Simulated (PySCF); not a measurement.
## Cu (copper, neutral): UHF calculation

Configuration: [Ar] 3d10 4s1, 2S determinant. All numbers are calculated (PySCF 2.14, a scalar-relativistic core potential, in cc-pVTZ-PP with ECP10MDF (5s5p4d2f1g, 63 functions)).

* Total energy: -196.175686 hartree
* One-electron energy: -356.3690 hartree
* Hartree (Coulomb) energy: 178.1869 hartree
* Exchange energy: -17.9936 hartree
* ⟨S²⟩: 0.7520
* ⟨L²⟩: 0.000
* Sum of ⟨r⟩: 19.20 bohr
* Sum of ⟨r²⟩: 30.96 bohr²
* Time after the integrals: 0.32 s of wall time on 1 thread of Neoverse-V1 (shared host)

```
shell  electrons  mean orbital energy (eV)  rms radius, mean of both spins (bohr)
 3s β          1                   -141.99                                  0.768
 3s α          1                   -141.96                                  0.768
 3p β          3                   -93.161                                  0.818
 3p α          3                   -92.982                                  0.818
 3d β          5                   -13.062                                   1.16
 3d α          5                   -12.952                                   1.16
 4s α          1                    -6.683                                   3.51
```

Energies and moments cover only the electrons outside the core potential.
